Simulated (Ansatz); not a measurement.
```yaml
crystal:
  periodic: [false, false, false]
  atoms:
    - {symbol: Si, position_ang: [-1.191023, 1.474123, -0.075277]}
    - {symbol: B, position_ang: [-0.303124, -0.043241, 0.916082]}
    - {symbol: C, position_ang: [1.157780, -0.343568, 0.736398]}
    - {symbol: Ga, position_ang: [0.735335, -1.506332, -0.883378]}
    - {symbol: H, position_ang: [-2.557717, 1.152871, -0.573825]}
    - {symbol: H, position_ang: [-1.311026, 2.664028, 0.818532]}
    - {symbol: H, position_ang: [-0.379532, 1.903276, -1.258063]}
    - {symbol: H, position_ang: [-0.976307, -0.776072, 1.591402]}
    - {symbol: H, position_ang: [1.835752, 0.394305, 0.299140]}
    - {symbol: H, position_ang: [1.688588, -1.017282, 1.413100]}
    - {symbol: H, position_ang: [2.001896, -2.162637, -1.525321]}
    - {symbol: H, position_ang: [-0.700623, -1.739460, -1.458790]}
basis:
  gaussian: {orbitals: "6-31G*"}
total_charge: -2
magnetization: {spin_polarized: true, initial_magnetization: 0}
hamiltonian: {xc: {name: HF}}
correlation: {method: bccd_t, electrons: outside_noble_gas}
```

```sh
$ ansatz run in.yaml --threads 4 --pin off --events-out ev --progress --plain --max-ram 10444MiB
```

It prints (some lines left out):

```
Functional definition: HF
1016 factors; integrals over basis functions are off by at most 7.8e-4 eV
mean field evaluation 1: about -62004.4874 eV, gradient 2.2e1 eV
mean field evaluation 2: about -62004.5531 eV, gradient 2.2e1 eV
mean field evaluation 4: about -62008.9174 eV, gradient 2.4e0 eV
mean field evaluation 8: about -62008.9818 eV, gradient 7.0e-3 eV
mean field evaluation 64: about -62009.0189 eV, gradient 1.0e-1 eV
mean field evaluation 192: about -62008.9818 eV, gradient 2.0e-2 eV
mean field evaluation 224: about -62008.9817 eV, gradient 2.4e-2 eV
mean field evaluation 288: about -62007.8211 eV, gradient 2.1e-1 eV
mean field evaluation 320: about -62007.5698 eV, gradient 6.5e-2 eV
mean field evaluation 352: about -62007.5708 eV, gradient 3.7e-2 eV
mean field evaluation 384: about -62007.8204 eV, gradient 1.2e-1 eV
mean field evaluation 512: about -62009.0193 eV, gradient 4.3e-6 eV
mean field -62009.39195267 eV, -2278.8031227851 hartree, gradient 1.8e-6 eV, S^2 1.024622; 22 other end points of the search recorded, 0 dependent functions left out
determinant -62009.39195267 eV, -2278.8031227851 hartree, with singles and doubles -62021.01304537 eV, -2279.2301900647 hartree
determinant -62009.01926043 eV, -2278.7894265979 hartree, with singles and doubles -62020.97196426 eV, -2279.2286803619 hartree
determinant -62008.98181496 eV, -2278.7880505022 hartree, with singles and doubles -62020.99684234 eV, -2279.2295946145 hartree
determinant -62008.96951653 eV, -2278.7875985432 hartree, with singles and doubles -62020.97055824 eV, -2279.2286286917 hartree
determinant -62007.82292153 eV, -2278.7454619541 hartree, with singles and doubles -62019.62357170 eV, -2279.1791278494 hartree
determinant -62009.39195267 eV, -2278.8031227851 hartree, with singles and doubles -62021.01602222 eV, -2279.2302994620 hartree
determinant -62009.01926043 eV, -2278.7894265979 hartree, with singles and doubles -62020.98962957 eV, -2279.2293295499 hartree
determinant -62008.98181496 eV, -2278.7880505022 hartree, with singles and doubles -62020.99866471 eV, -2279.2296615853 hartree
determinant -62008.96951653 eV, -2278.7875985432 hartree, with singles and doubles -62020.97534990 eV, -2279.2288047819 hartree
21 core orbitals not correlated: weight in the atoms' cores, before any rotation towards them, 0.987 or more for the frozen orbitals, at most 0.012 for the correlated occupied ones
reference -62008.98181496 eV, -2278.7880505022 hartree; 12, 12 occupied and 67, 67 virtual orbitals, 1016 factors
second order -10.38604352 eV of doubles, -0.00000000 eV of singles
cycle   1  -11.98680023 eV  change    3.0e-2 eV  update   2.6e-2
cycle   2  -11.98212825 eV  change    4.7e-3 eV  update   5.5e-3
cycle   3  -11.98064246 eV  change    1.5e-3 eV  update   3.2e-3
cycle   4  -11.97958551 eV  change    1.1e-3 eV  update   2.0e-3
cycle   5  -11.98052164 eV  change   -9.4e-4 eV  update   1.7e-3
cycle   6  -11.98167572 eV  change   -1.2e-3 eV  update   1.5e-3
cycle   7  -11.98329992 eV  change   -1.6e-3 eV  update   1.3e-3
cycle   8  -11.98497757 eV  change   -1.7e-3 eV  update   9.2e-4
cycle   9  -11.98522340 eV  change   -2.5e-4 eV  update   5.6e-4
cycle  10  -11.98567552 eV  change   -4.5e-4 eV  update   2.9e-4
cycle  11  -11.98548169 eV  change    1.9e-4 eV  update   1.3e-4
cycle  12  -11.98571358 eV  change   -2.3e-4 eV  update   7.3e-5
cycle  13  -11.98563410 eV  change    7.9e-5 eV  update   3.1e-5
cycle  14  -11.98568070 eV  change   -4.7e-5 eV  update   1.5e-5
cycle  15  -11.98565500 eV  change    2.6e-5 eV  update   6.1e-6
perturbative correction -0.47961339 eV, -0.0176254669 hartree
Total energy: -62021.44708334 eV, -2279.2461406660 hartree
```

Question: Something in this input is off. What?

Answer: The charge is far from anything that the molecule holds. The calculation finished and met its thresholds. The result belongs to that input, not to the molecule as meant.
